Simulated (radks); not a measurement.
Values are calculated unless marked as measured or tabulated.
All-electron atom: Sr5+ in [Ar] 3d10 4s2 4p3.

Code: a radial shooting solver on a logarithmic mesh with Libxc functionals. Model: Dirac Kohn-Sham, LDA (Slater exchange, Perdew-Wang correlation), spin-unpolarised, spherical densities, point nucleus; open shells are shared between the two j in proportion to 2j + 1.

Energy parts (hartree):
| part | energy |
|---|---|
| total | -3169.11758 |
| kinetic | 3263.73831 |
| electron-nucleus | -7572.08302 |
| Hartree | 1238.53854 |
| exchange-correlation | -99.31140 |

Orbitals (lengths in bohr, moments of r in powers of bohr; <r^-3> diverges for s and p1/2):
| orbital | occ. | eigenvalue (hartree) | <r^-3> |
|---|---|---|---|
| 1s1/2 | 2 | -587.0827 | - |
| 2s1/2 | 2 | -81.63994 | - |
| 2p1/2 | 2 | -74.58660 | - |
| 2p3/2 | 4 | -72.07613 | 1711 |
| 3s1/2 | 2 | -14.66079 | - |
| 3p1/2 | 2 | -12.09591 | - |
| 3p3/2 | 4 | -11.70873 | 266.7 |
| 3d3/2 | 4 | -7.18614 | 36.57 |
| 3d5/2 | 6 | -7.11819 | 35.17 |
| 4s1/2 | 2 | -3.68066 | - |
| 4p1/2 | 1 | -2.97900 | - |
| 4p3/2 | 2 | -2.92237 | 39.31 |

The highest occupied level is 4p3/2 at -79.522 eV. Summed over all electrons, <r^2> = 15.79 bohr^2, which gives a Langevin (diamagnetic) susceptibility term of -12.5 x 10^-6 cm^3/mol. The density falls to 0.001 e/bohr^3 at r = 2.84 bohr. For comparison, the ionisation energy in NIST's Atomic Spectra Database is 88 eV (theoretical). In exact Kohn-Sham theory the highest level is minus the ionisation energy, but local and semilocal functionals leave it too shallow, through self-interaction and a potential that decays too fast; potentials with the right tail come closer.

Beside tabulated values, note that spin-unpolarised runs miss the spin-polarisation part of the exchange energy of open shells.
